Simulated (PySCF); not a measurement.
**Excitation energy of Pt by level of theory**

Pt [Xe] 4f14 5d9 6s1 (3D) → Pt [Xe] 4f14 5d9 6p1 (high-spin determinant), as a difference of total energies. Calculation: PySCF 2.14, in def2-SVPD with the def2 core potential (60 electrons) (6s4p2d1f, 35 functions); scalar relativity through the core potential. Correlated levels: valence: 5s2 5p6 frozen; valence and next inner shell: nothing frozen outside the core potential. The calculations carry no spin-orbit coupling.

| method | excitation energy (cm⁻¹) |
| --- | --- |
| UHF | 33789 |
| LDA | 42103 |
| PBE | 40207 |
| PBE0 | 39138 |
| TPSSh | 39687 |
| wB97M-V | 38275 |
| r2SCAN0 | 39604 |
| MP2 (valence) | 39142 |
| SCS-MP2 (valence) | 38624 |
| MP2 (valence and next inner shell) | 40151 |
| SCS-MP2 (valence and next inner shell) | 39345 |

Problem. Estimate what r2SCAN gives.

Solution. 40443 cm⁻¹, closest to PBE among the rows shown.

Problem. Estimate what MN15 gives.

Solution. 40867 cm⁻¹, closest to PBE among the rows shown.

The determinant of the upper state mixes LS terms, which raises its energy above the lowest term, most at the Hartree-Fock and MP2 levels.
